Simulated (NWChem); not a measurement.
System: N$_{2}$H$_{3}$, doublet; SMILES [NH]N

NWChem input:

```
start job
memory heap 200 mb stack 900 mb global 1100 mb
geometry units angstroms noautoz
  N     -0.117564    -0.749411     0.004382
  N     -0.014151     0.582869    -0.062414
  H      0.836710    -1.109910    -0.044328
  H      0.833011     1.052962     0.228809
  H     -0.865213     1.070476     0.167715
end
basis spherical
  * library 6-31g*
end
dft
  odft
  mult 2
  xc xpbe96 cpbe96
  iterations 150
  mulliken
end
task dft energy
```

Excerpt of the output:

```
             Northwest Computational Chemistry Package (NWChem) 7.3.0
             --------------------------------------------------------

 C1  symmetry detected

                             Geometry "geometry" -> ""
                             -------------------------

 Output coordinates in angstroms (scale by  1.889725989 to convert to a.u.)

  No.       Tag          Charge          X              Y              Z
 ---- ---------------- ---------- -------------- -------------- --------------
    1 N                    7.0000    -0.10585193    -0.74118892     0.00280124
    2 N                    7.0000    -0.01105081     0.59213111    -0.05547734
    3 H                    1.0000     0.85076108    -1.09517818    -0.04773800
    4 H                    1.0000     0.83291640     1.06584419     0.23913592
    5 H                    1.0000    -0.86535833     1.07273871     0.17733477

 Effective nuclear repulsion energy (a.u.)      36.7286128386

  pbe96 is a nonlocal functional; adding pw91lda local functional.

                                 NWChem DFT Module
                                 -----------------

 Summary of "ao basis" -> "ao basis" (spherical)
 ------------------------------------------------------------------------------
       Tag                 Description            Shells   Functions and Types
 ---------------- ------------------------------  ------  ---------------------
 N                           6-31g*                  6       14   3s2p1d
 H                           6-31g*                  2        2   2s

            General Information
            -------------------
          SCF calculation type: DFT
          Wavefunction type:  spin polarized.
          No. of atoms     :     5
          No. of electrons :    17
           Alpha electrons :     9
            Beta electrons :     8
          Charge           :     0
          Spin multiplicity:     2
          Use of symmetry is: off; symmetry adaption is: off
          Maximum number of iterations: 150
          AO basis - number of functions:    34
                     number of shells:    18
          Convergence on energy requested:  1.00D-06
          Convergence on density requested:  1.00D-05
          Convergence on gradient requested:  5.00D-04

              XC Information
              --------------
          PerdewBurkeErnzerhof Exchange Functional  1.000
            Perdew 1991 LDA Correlation Functional  1.000 local
           PerdewBurkeErnz. Correlation Functional  1.000 non-local

             Grid Information
             ----------------
          Grid used for XC integration:  medium
          Radial quadrature: Mura-Knowles
          Angular quadrature: Lebedev.
          Tag              B.-S. Rad. Rad. Pts. Rad. Cut. Ang. Pts.
          ---              ---------- --------- --------- ---------
          N                   0.65       49           7.0       434
          H                   0.35       45           8.0       434
          Grid pruning is: on
          Number of quadrature shells:   233
          Spatial weights used:  Erf1

      Superposition of Atomic Density Guess
      -------------------------------------

 Sum of atomic energies:        -110.08217411

      Non-variational initial energy
      ------------------------------

 Total energy =    -110.877178
 1-e energy   =    -221.280284
 2-e energy   =      73.674494
 HOMO         =      -0.126839
 LUMO         =       0.136664

     ---------------------------------------------
      Total Density - Mulliken Population Analysis
     ---------------------------------------------

    Atom       Charge   Shell Charges
 -----------   ------   -------------------------------------------------------
    1 N    7     7.68   2.00  0.87  2.35  0.90  1.53  0.04
    2 N    7     7.51   2.00  0.80  2.39  0.76  1.52  0.04
    3 H    1     0.63   0.44  0.19
    4 H    1     0.59   0.42  0.17
    5 H    1     0.59   0.43  0.16

     --------------------------------------------
      Spin Density - Mulliken Population Analysis
     --------------------------------------------

    Atom       Charge   Shell Charges
 -----------   ------   -------------------------------------------------------
    1 N    7     0.59  -0.00 -0.00  0.34  0.00  0.25  0.00
    2 N    7     0.40   0.00  0.01  0.23  0.01  0.15  0.01
    3 H    1     0.00   0.00  0.00
    4 H    1     0.01   0.01  0.00
    5 H    1     0.01   0.00  0.00

   convergence    iter        energy       DeltaE   RMS-Dens  Diis-err
 ---------------- ----- ----------------- --------- --------- ---------
 d= 0,ls=0.0,diis     1   -111.0530583043 -1.48D+02  1.12D-02  7.20D-02
                                                     1.24D-02  7.67D-02
 d= 0,ls=0.0,diis     2   -111.0399756876  1.31D-02  7.60D-03  1.06D-01
                                                     8.70D-03  9.85D-02
 d= 0,ls=0.0,diis     3   -111.0755891376 -3.56D-02  1.92D-03  2.48D-02
                                                     2.72D-03  2.71D-02
 d= 0,ls=0.0,diis     4   -111.0865939776 -1.10D-02  4.83D-04  2.36D-04
                                                     3.95D-04  1.91D-04
 d= 0,ls=0.0,diis     5   -111.0866799171 -8.59D-05  1.76D-04  3.81D-05
                                                     1.21D-04  2.38D-05
  Resetting Diis
 d= 0,ls=0.0,diis     6   -111.0866927361 -1.28D-05  4.87D-05  5.02D-06
                                                     4.75D-05  5.40D-06
 d= 0,ls=0.0,diis     7   -111.0866950430 -2.31D-06  3.55D-05  4.08D-07
                                                     2.65D-05  1.94D-07
 d= 0,ls=0.0,diis     8   -111.0866947893  2.54D-07  1.69D-05  8.47D-07
                                                     2.05D-05  9.47D-07
 d= 0,ls=0.0,diis     9   -111.0866951901 -4.01D-07  4.25D-06  5.28D-08
                                                     3.24D-06  3.62D-08

[...]
```

Level: PBE/6-31G* (spherical d), spin-unrestricted. Structure relaxed at the PBE0-D3(BJ)/def2-TZVP, spin-unrestricted level. No stability test was run on the SCF state.
